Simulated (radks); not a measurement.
Values are calculated unless marked as measured or tabulated.
Q: Spherical quantum dot in the effective-mass picture: electrons in a hard-walled sphere of radius 5.29, all in effective atomic units (hartree* = m*/eps^2 hartree, bohr* = eps/m* bohr), one dielectric constant everywhere. Level of theory: non-relativistic Kohn-Sham, PBEsol, spin-polarised, spherical densities (a radial shooting solver with Libxc functionals). Levels are named by radial order and angular momentum (1s, 1p, 1d, 2s, ...), and open shells are averaged over m. Each electron was tried in the lowest free levels, single moves between levels near the top were tried too, and the lowest total energy was kept; such a search can miss a lower state. Give the order in which the levels fill up to N = 30, the shell closures and the spin along the way.

A: Shells are first occupied in the order 1s, 1p, 1d, 1f. Open shells at each N (closed shells left out): 1: 1s(up 1, down 0); 2: none; 3: 1p(up 1, down 0); 4: 1p(up 2, down 0); 5: 1p(up 3, down 0); 6: 1p(up 3, down 1); 7: 1p(up 3, down 2); 8: none; 9: 1d(up 1, down 0); 10: 1d(up 2, down 0); 11: 1d(up 3, down 0); 12: 1d(up 4, down 0); 13: 1d(up 5, down 0); 14: 1d(up 5, down 1); 15: 1d(up 5, down 2); 16: 1d(up 5, down 3); 17: 1d(up 5, down 4); 18: none; 19: 1f(up 1, down 0); 20: 1f(up 2, down 0); 21: 1f(up 3, down 0); 22: 1f(up 4, down 0); 23: 1f(up 5, down 0); 24: 1f(up 6, down 0); 25: 1f(up 7, down 0); 26: 1f(up 7, down 1); 27: 1f(up 7, down 2); 28: 1f(up 7, down 3); 29: 1f(up 7, down 4); 30: 1f(up 7, down 5). All shells are closed at N = 2, 8, 18 (there: 1s2 1p6 1d10). Largest 2S: 7, at N = 25.
